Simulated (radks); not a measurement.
Results of a calculation; reference values are marked as such.
Spherical quantum dot in the effective-mass picture: electrons in a well V = -V0 / (1 + exp((r - R)/a)) with V0 = 12.4, R = 2.06, a = 0.16, all in effective atomic units (hartree* = m*/eps^2 hartree, bohr* = eps/m* bohr), one dielectric constant everywhere. Level of theory: non-relativistic Kohn-Sham, exchange-only LDA, spin-polarised, spherical densities (a radial shooting solver with Libxc functionals). Levels are named by radial order and angular momentum (1s, 1p, 1d, 2s, ...), and open shells are averaged over m. Each electron was tried in the lowest free levels, single moves between levels near the top were tried too, and the lowest total energy was kept; such a search can miss a lower state. The series stops at N = 12: beyond it a trial failed or the search could not be trusted, so later rows were left out. At N = 1 the Hartree and exchange-correlation terms need not cancel, so that row can carry a self-interaction error.

N	open shells	2S	E (hartree*)	mu = E(N) - E(N-1) (hartree*)	addition energy mu(N+1) - mu(N) (hartree*)	e(HOMO) (hartree*)	rms radius (bohr*)
1	1s(up 1, down 0)	1	-11.1372	-11.137	0.8387	-10.833	1.118
2	none	0	-21.4357	-10.299	1.668	-10.012	1.153
3	1p(up 1, down 0)	1	-30.0659	-8.6302	0.5908	-8.3393	1.233
4	1p(up 2, down 0)	2	-38.1053	-8.0394	0.6070	-7.7372	1.277
5	1p(up 3, down 0)	3	-45.5377	-7.4324	0.8243	-7.1270	1.308
6	1p(up 3, down 1)	2	-52.1459	-6.6082	0.5651	-6.3302	1.333
7	1p(up 3, down 2)	1	-58.1889	-6.0430	0.5824	-5.7534	1.354
8	none	0	-63.6496	-5.4606	1.800	-5.1670	1.372
9	1d(up 1, down 0)	1	-67.3098	-3.6602	0.5527	-3.3845	1.398
10	1d(up 2, down 0)	2	-70.4174	-3.1075	0.5552	-2.8302	1.420
11	1d(up 3, down 0)	3	-72.9698	-2.5524	0.5559	-2.2744	1.439
12	1d(up 4, down 0)	4	-74.9662	-1.9965	-	-1.7185	1.456

All shells are closed at N = 2, 8 (there: 1s2 1p6); the second difference of the energy has clear peaks (12 % above both neighbours; the first and last values, which can be the largest, are not judged, and half-filled shells can peak too) at N = 2, 5, 8.
